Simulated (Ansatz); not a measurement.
Several settings on one geometry of GeClF3 (that of the charge 0 singlet, PBE-D4/def2-SVP). Ansatz on 4 threads of Arm Neoverse V1 on a shared host; times are rough.

```xyz
5

Ge   -0.0003    0.0005   -0.0491
Cl    0.0130   -0.0190    2.0709
F     1.6048    0.0107   -0.6840
F    -0.8126    1.3973   -0.6561
F    -0.8049   -1.3894   -0.6817
```

Totals from different functionals, basis sets or treatments of relativity can't be compared as stabilities.

The spins typed aren't always the lowest for that charge.

Problem. Give the basis size and estimate the energy, ⟨S²⟩ and time of these runs.

```tsv
run	method	charge	state	further keys
1	UKS ωB97/STO-3G	-1	doublet	scf: {omitted_lower_state_checks: [starts]}; forces asked
2	UKS PBEsol-D4/aug-cc-pVDZ	0	singlet	scf: {omitted_lower_state_checks: [starts]}; forces asked
3	UKS PBE0-D3(BJ)/def2-TZVP	1	doublet	final_grid: {core_spheres: 5, valence_spheres: 4, degree: 11}; forces asked
```

Solution. 
| run | functions | energy (Eh) | ⟨S²⟩ | wall time |
| --- | --- | --- | --- | --- |
| 1 | 42 | -2803.3838 | 0.75 | 1.9 s |
| 2 | 132 | -2833.0744 | 0.00 | 2.5 s |
| 3 | 178 | -2835.8601 | 0.75 | 35 s |

The highest occupied level of an anion often lies above zero with these methods, and sets without diffuse functions describe the outer electron poorly.
